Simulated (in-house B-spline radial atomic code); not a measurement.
A radial electron density 4πr²n(r) was computed for an atom or ion in its tabulated ground configuration with a B-spline radial code for spherical atoms; method: non-relativistic M06-2X, spin-polarised, spherical fractional occupations, exact exchange averaged over the configuration. Columns: r (bohr), 4πr²n(r) (electrons per bohr), bar.

```
 0.00172    1.149 #
 0.00208    1.635 #
 0.00252    2.324 ##
 0.00306    3.292 ###
 0.00371    4.612 ####
 0.00449    6.377 #####
 0.00544    8.726 #######
  0.0066    11.79 ##########
   0.008    15.62 #############
  0.0097    20.25 ################
  0.0118    25.68 #####################
  0.0143     31.4 #########################
  0.0173    36.94 ##############################
  0.0209     41.6 ##################################
  0.0254    44.67 ####################################
  0.0308    45.35 #####################################
  0.0373    43.68 ###################################
  0.0452    40.64 #################################
  0.0548    38.13 ###############################
  0.0665    38.39 ###############################
  0.0806    42.53 ###################################
  0.0977     49.1 ########################################
   0.118    54.19 ############################################
   0.144     53.7 ############################################
   0.174    46.78 ######################################
   0.211    37.42 ##############################
   0.256    32.11 ##########################
    0.31    33.64 ###########################
   0.376    37.95 ###############################
   0.456    38.03 ###############################
   0.552    30.91 #########################
    0.67    20.07 ################
   0.812    10.76 #########
   0.984    5.469 ####
    1.19    3.228 ###
    1.45    1.934 ##
    1.75    0.958 #
    2.13   0.3056 
    2.58  0.05927 
    3.12 0.006525 
    3.79 0.0003262 
    4.59 6.175e-06
```

Question: Which atom or ion is it?
A. Kr7+
B. Rb6+
C. Br7+
D. Rb7+

Answer: D. The area under the curve, ∫4πr²n dr = ∫r·4πr²n d(ln r) on this logarithmic grid, is 30 electrons, which only this option has. The configuration is [Ar] 3d10 4s2.
